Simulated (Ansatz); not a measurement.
Coupled-cluster run, CH7BOSi2, SMILES `C[Si]1([SiH3])BO1`.

```yaml
crystal:
  periodic: [false, false, false]
  atoms:
    - {symbol: C, position_ang: [-1.828626, -0.114178, 0.118965]}
    - {symbol: Si, position_ang: [-0.052669, 0.142442, -0.396770]}
    - {symbol: Si, position_ang: [1.484381, -0.973888, 0.960968]}
    - {symbol: B, position_ang: [0.473942, 1.360390, -1.764389]}
    - {symbol: O, position_ang: [0.353103, 1.855836, -0.525174]}
    - {symbol: H, position_ang: [-2.104514, -1.165330, -0.003317]}
    - {symbol: H, position_ang: [-1.973746, 0.150447, 1.169459]}
    - {symbol: H, position_ang: [-2.502324, 0.488816, -0.492568]}
    - {symbol: H, position_ang: [1.275550, -0.657155, 2.401333]}
    - {symbol: H, position_ang: [2.867393, -0.593021, 0.572587]}
    - {symbol: H, position_ang: [1.318290, -2.442591, 0.781473]}
    - {symbol: H, position_ang: [0.766220, 1.893033, -2.788667]}
basis:
  gaussian: {orbitals: def2-TZVPP}
correlation: {method: ccsd_t}
```

```sh
$ ansatz run in.yaml --threads 4 --pin off --events-out ev --progress --plain --max-ram 10444MiB
```

The program prints (abridged):

```
Functional definition: HF
1595 factors; integrals over basis functions are off by at most 1.1e-3 eV
mean field evaluation 1: about -19572.0874 eV, gradient 4.5e1 eV
mean field evaluation 2: about -19572.3940 eV, gradient 4.5e1 eV
mean field evaluation 4: about -19577.2497 eV, gradient 5.5e0 eV
mean field evaluation 8: about -19577.3738 eV, gradient 3.1e-1 eV
mean field evaluation 16: about -19577.3744 eV, gradient 2.1e-6 eV
mean field -19577.37441441 eV, -719.4552397085 hartree, gradient 2.1e-6 eV, S^2 0.000000; 0 other end points of the search recorded, 0 dependent functions left out
13 core orbitals not correlated: weight in the atoms' cores, before any rotation towards them, 1.000 or more for the frozen orbitals, at most 0.000 for the correlated occupied ones
reference -19577.37441441 eV, -719.4552397085 hartree; 14, 14 occupied and 248, 248 virtual orbitals, 1595 factors
second order -20.44826617 eV of doubles, -0.00000000 eV of singles
cycle   1  -21.14322913 eV  change   -6.9e-1 eV  update   1.2e-1
cycle   2  -21.74316154 eV  change   -6.0e-1 eV  update   3.9e-2
cycle   3  -21.91057129 eV  change   -1.7e-1 eV  update   2.3e-2
cycle   4  -21.89739157 eV  change    1.3e-2 eV  update   6.1e-3
cycle   5  -21.89505182 eV  change    2.3e-3 eV  update   3.1e-3
cycle   6  -21.89577916 eV  change   -7.3e-4 eV  update   1.0e-3
cycle   7  -21.89530065 eV  change    4.8e-4 eV  update   4.6e-4
cycle   8  -21.89534134 eV  change   -4.1e-5 eV  update   1.6e-4
cycle   9  -21.89543834 eV  change   -9.7e-5 eV  update   6.5e-5
cycle  10  -21.89541180 eV  change    2.7e-5 eV  update   2.5e-5
perturbative correction -0.91993711 eV, -0.0338070651 hartree
Total energy: -19600.18976332 eV, -720.2936883160 hartree
```

Hardware: 4 threads of an Arm Neoverse V2 on a shared host. Wall time 2.2 min, peak host memory 7.1 GiB.

The correlation energy is -22.815 eV, 4.0 % of it from (T); the T1 diagnostic reads 0.0156.
